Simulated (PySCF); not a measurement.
Method: PBE-D3(BJ)/def2-TZVP // PBE0-D3(BJ)/def2-TZVP (PySCF). All species are isolated molecules in the gas phase. 

Reference species (SMILES): `[SiH3][Ga]([SiH3])[SiH3]` (neutral, multiplicity 1).

```yaml
HOMO–LUMO gap: 2.90 eV
LUMO: -3.38 eV
```

Changed species: `[GaH3]` (3 of 3 SiH3 replaced by H; the reference has 0 of 3 SiH3 replaced by H).

Q: What does the change do to the HOMO–LUMO gap and LUMO?

A: the HOMO–LUMO gap increases by 1.80 eV, to 4.70 eV; the LUMO goes up by 0.73 eV, to -2.65 eV.
